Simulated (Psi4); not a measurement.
ClO₂W, charge +1, singlet, geometry from GFN2-xTB (such geometries of metal compounds can be far from the true shape) (the multiplicity is a formal guess) (core potentials on W). Base run: HF/def2-TZVP run with Psi4.

Geometry (Å):
```xyz
4

W      0.1834     0.0080     0.2419
O      1.4479    -0.7985    -0.5720
O     -0.7954    -1.0651     1.1376
Cl    -1.1054     0.8423    -1.3192
```
Charge +1, spin multiplicity 1.
All else is at Psi4's defaults (density fitting).
Base energy -675.42128 Eh.

Variants of this job, named by their change:

| change | ΔE vs base (µEh) | SCF cycles | basis functions | outcome |
|---|---|---|---|---|
| base | 0.0 | 13 | 139 | converged |
| scf_initial_accelerator = ediis | 0.0 | 13 | 139 | converged |
| guess = huckel | 0.0 | 14 | 139 | converged |
| cholesky_tolerance = 1e-6 (with scf_type cd) | - | - | 139 | input refused |
| e_convergence = 1e-10 | 0.0 | 18 | 139 | converged |
| e_convergence = 1e-4 | 0.0 | 13 | 139 | converged |
| level_shift = 1.0 | 0.0 | 14 | 139 | converged |
| scf_type = mem_df | 0.0 | 13 | 139 | converged |
| d_convergence = 1e-10 | 0.0 | 25 | 139 | converged |
| scf_initial_accelerator = none | 0.0 | 13 | 139 | converged |
| scf_type = pk | -96.4 | 13 | 139 | converged |
| damping_percentage = 20 | -0.8 | 22 | 139 | converged |
| level_shift = 0.3 | 0.0 | 13 | 139 | converged |

- cholesky_tolerance = 1e-6 (with scf_type cd): ended with `Fatal Error: Not enough memory for CD.`
